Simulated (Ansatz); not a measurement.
`Sc1ccc(-c2ccc(-c3ccc(-c4ccc(S)nc4)nc3)nc2)nc1` with charge -1. Charge -1, multiplicity 2. Geometry PBE-D4/def2-SVP, that of the neutral singlet; atoms count from 1.

```xyz
40

S     7.3493    5.8560    0.9868
C     5.8833    4.8833    0.8103
C     4.5728    5.4014    0.8191
C     3.4931    4.5290    0.6697
C     3.7276    3.1433    0.5104
C     2.6357    2.1572    0.3458
C     2.9268    0.7779    0.2622
C     1.8924   -0.1429    0.1123
C     0.5552    0.3171    0.0469
C    -0.6008   -0.5954   -0.1019
C    -1.9053   -0.0752   -0.2485
C    -2.9867   -0.9415   -0.3899
C    -2.7647   -2.3399   -0.3856
C    -3.8600   -3.3236   -0.5364
C    -5.2097   -2.9663   -0.7609
C    -6.1825   -3.9556   -0.8907
C    -5.7769   -5.3069   -0.7908
S    -6.9938   -6.5866   -0.9516
N    -4.5024   -5.6722   -0.5792
C    -3.5820   -4.7092   -0.4580
N    -1.5171   -2.8420   -0.2353
C    -0.4890   -2.0061   -0.0995
N     0.2729    1.6385    0.1149
C     1.2689    2.5119    0.2567
N     4.9893    2.6541    0.5071
C     6.0201    3.4822    0.6498
H     6.7173    7.0569    1.1074
H     4.3952    6.4810    0.9446
H     2.4712    4.9336    0.6828
H     3.9793    0.4644    0.3153
H     2.1249   -1.2146    0.0419
H    -2.0307    1.0171   -0.2439
H    -3.9999   -0.5301   -0.5004
H    -5.5098   -1.9108   -0.8411
H    -7.2362   -3.6935   -1.0678
H    -6.0754   -7.5794   -0.7807
H    -2.5396   -5.0238   -0.2857
H     0.4967   -2.4882    0.0265
H     0.9625    3.5724    0.2979
H     7.0277    3.0263    0.6395
```

Single mean-field runs in def2-TZVP are fitted with def2-universal-jkfit.

Estimate the Mulliken populations of the heavy atoms from the PBE0/def2-TZVP orbitals of Ansatz.


```csv
atom,charge (e),spin (α − β)
S1,-0.23,0.01
C2,0.15,0.12
C3,-0.21,0.00
C4,-0.23,0.04
C5,0.22,0.03
C6,0.06,0.10
C7,-0.25,0.08
C8,-0.20,0.00
C9,0.25,0.13
C10,0.04,0.04
C11,-0.24,0.11
C12,-0.20,-0.04
C13,0.27,0.16
C14,0.04,-0.03
C15,-0.17,0.09
C16,-0.18,-0.05
C17,0.19,0.11
S18,-0.26,0.01
N19,-0.25,-0.04
C20,-0.15,0.07
N21,-0.23,-0.02
C22,-0.13,0.05
N23,-0.23,0.03
C24,-0.13,-0.01
N25,-0.23,0.08
C26,-0.14,-0.05
```
Mulliken values depend strongly on the basis.

Where does the spin sit?

Summed by element: S 0.02, C 0.94, N 0.06, H -0.02, of 1 unpaired in all. Largest on single atoms: C13 0.16, C9 0.13, C2 0.12.

And the Mayer bond orders between heavy atoms (over 0.3)?

S1–C2 1.05 (1.77 Å); C2–C3 1.29 (1.41 Å); C2–C26 1.30 (1.42 Å); C3–C4 1.54 (1.40 Å); C4–C5 1.33 (1.41 Å); C5–C6 1.08 (1.48 Å); C5–N25 1.31 (1.35 Å); C6–C7 1.24 (1.41 Å); C6–C24 1.26 (1.41 Å); C7–C8 1.52 (1.39 Å); C8–C9 1.25 (1.42 Å); C9–C10 1.10 (1.48 Å); C9–N23 1.26 (1.35 Å); C10–C11 1.26 (1.41 Å); C10–C22 1.27 (1.42 Å); C11–C12 1.49 (1.39 Å); C12–C13 1.28 (1.42 Å); C13–C14 1.08 (1.48 Å); C13–N21 1.26 (1.35 Å); C14–C15 1.31 (1.41 Å); C14–C20 1.31 (1.42 Å); C15–C16 1.51 (1.39 Å); C16–C17 1.34 (1.41 Å); C17–S18 1.05 (1.77 Å); C17–N19 1.41 (1.34 Å); N19–C20 1.56 (1.34 Å); N21–C22 1.66 (1.33 Å); N23–C24 1.67 (1.33 Å); N25–C26 1.60 (1.33 Å).
